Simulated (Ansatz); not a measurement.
`C[SiH](S)CF` → `C[SiH](F)CS`  (isomerisation)

Gas-phase electronic energies from Ansatz, PBE0-D4/def2-TZVP geometries. CBS: MP2 limit from def2 TZ/QZ plus the TZ coupled-cluster correction, frozen cores. Each species was taken in one conformer, which may not be the lowest.

```
      species  CCSD(T)/CBS(def2) energy (Eh)
`C[SiH](S)CF`                     -866.99875
`C[SiH](F)CS`                     -867.05192
```

Work out ΔE.

ΔE = (-867.05192) − (-866.99875) = -0.05317 Eh = -1.45 eV.

Largest T1 diagnostic among the species: 0.011.

From PBE to PBE0 (25 % exact exchange), in def2-TZVPP and without D4, ΔE moves by −0.06 eV.
